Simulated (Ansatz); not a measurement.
Start from `CO[SiH](O)F` and change one atom or group to get `CO[SiH](F)[O][GeH3]`.

Ansatz, PBE0-D4/def2-TZVP geometries, multiplicity 1. Each molecule was computed in one conformer, which needn't be the lowest.

Scalar relativity is left out up to krypton.

```csv
property,`CO[SiH](O)F`
LUMO energy (ωB97M-V/def2-TZVPP) / eV,2.37
LUMO energy (B3LYP/def2-TZVPP) / eV,0.50
HOMO energy (PBE0/def2-TZVPP) / eV,-8.73
zero-point energy (PBE0-D4/def2-TZVP) / kJ/mol,181.0
LUMO energy (PBE0/def2-TZVPP) / eV,0.87
HOMO–LUMO gap (PBE/def2-TZVPP) / eV,7.07
```

Question: Give the same properties after the change, and the shifts. (Estimate.)

Answer: The calculation gave: 
| property | `CO[SiH](F)[O][GeH3]` | shift |
| --- | --- | --- |
| LUMO energy (ωB97M-V/def2-TZVPP) / eV | 1.94 | -0.43 |
| LUMO energy (B3LYP/def2-TZVPP) / eV | -0.11 | -0.61 |
| HOMO energy (PBE0/def2-TZVPP) / eV | -8.63 | 0.10 |
| zero-point energy (PBE0-D4/def2-TZVP) / kJ/mol | 218.6 | 37.6 |
| LUMO energy (PBE0/def2-TZVPP) / eV | 0.13 | -0.74 |
| HOMO–LUMO gap (PBE/def2-TZVPP) / eV | 6.25 | -0.82 |

With PBE0 the HOMO rises by 0.10 eV and the LUMO falls by 0.74 eV, so the gap narrows by about 0.84 eV. PBE moves the HOMO by 0.09 eV and ωB97M-V by 0.10 eV. The zero-point energy changes by 37.6 kJ/mol with +9 modes.

B3LYP here is the variant with VWN-RPA as its local correlation; programs differ in this.
